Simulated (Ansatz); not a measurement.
The cluster Na₇S₃⁺, relaxed as a singlet with RKS r2SCAN-D4/def2-SVP in Ansatz, starting from the GFN1-xTB geometry. Force threshold 0.02 eV/Å.

Another isomer (singlet) lies 0.09 eV lower at PBE0-D4/def2-TZVP; other spin states weren't run for this one.

Start:

```xyz
10

Na   -2.387   -0.980   -3.688
Na    1.201    0.198    2.812
Na   -2.052   -2.249    0.328
Na    0.946   -1.314    0.030
Na    3.304    3.010    0.495
Na   -1.192    0.758    0.841
Na    0.472    1.254   -1.857
S    -1.235   -0.625   -1.589
S    -0.584   -1.420    2.168
S     1.528    1.369    0.460
```

| step | energy (eV) | largest force component (eV/Å) | SCF passes |
| --- | --- | --- | --- |
| 1 | -63398.1456 | 0.542 | 19 |
| 2 | -63398.2876 | 0.258 | 20 |
| 3 | -63398.3088 | 0.054 | 19 |
| 4 (rejected) | -63398.3054 | 0.120 | 19 |
| 5 | -63398.3174 | 0.019 | 19 |
| 6 | -63398.3175 | 0.027 | 20 |
| 7 | -63398.3178 | 0.007 | 20 |

Force components are those of the run's own axes.

End:

```xyz
10

Na   -2.5566   -1.1155   -3.7685
Na    1.2573    0.1576    2.8894
Na   -2.1408   -2.2892    0.3608
Na    0.9134   -1.2895    0.0190
Na    3.4107    3.1503    0.6512
Na   -1.1384    0.7509    0.8044
Na    0.5268    1.2867   -1.9529
S    -1.2693   -0.6286   -1.6735
S    -0.6005   -1.4534    2.2135
S     1.5974    1.4307    0.4564
```

By distances, no bond broke or formed. The bond that changes most is Na3–S8, from 2.64 to 2.77 Å (atoms count from 1).

The force fell under the threshold at step 5, but the optimiser went on. No frequencies were taken in this run, so the end may be a saddle point.

Hardware: 4 threads of Arm Neoverse N1 on a shared host. Wall time 80 s.
